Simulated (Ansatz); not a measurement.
Input file for Ansatz (an electronic-structure program): R-B3LYP/def2-TZVPP on H2OSSi (SMILES O[Si]S), a point of a torsion scan.

Ansatz 0.2 input:
```yaml
crystal:
  periodic: [false, false, false]
  atoms:
    - {symbol: O, position_ang: [-1.15624864, 0.35829159, -0.38617175]}
    - {symbol: Si, position_ang: [-0.31619492, -0.90593677, -0.93150291]}
    - {symbol: S, position_ang: [-0.62261964, -2.42171288, 0.63369390]}
    - {symbol: H, position_ang: [-1.94108469, 0.40095405, 0.16241612]}
    - {symbol: H, position_ang: [-1.32396511, -1.68932558, 1.49467453]}
basis:
  gaussian:
    orbitals: def2-TZVPP
hamiltonian:
  xc: {name: B3LYP}
scf: {lower_state_search: off}
```

The head of its log:

```
WARN ansatz: RAYON_NUM_THREADS=1 ignored (pool sized by the plan → 1); use --threads N
Functional definition: B3LYP
these checks for a lower state are left out or cut short: stability, starts, cluster_reference, orbital_swaps, neighbouring_geometries, increment
integrals: 0.06 GiB planned
856 factors; their error is unknown
mean field: 0.51 GiB planned
mean field evaluation 1: about -20790.4887 eV, gradient 5.9e1 eV
mean field evaluation 2: about -20769.3489 eV, gradient 1.2e2 eV
```

Question: Give the final energy of this run.

Answer: -764.2503 hartree.
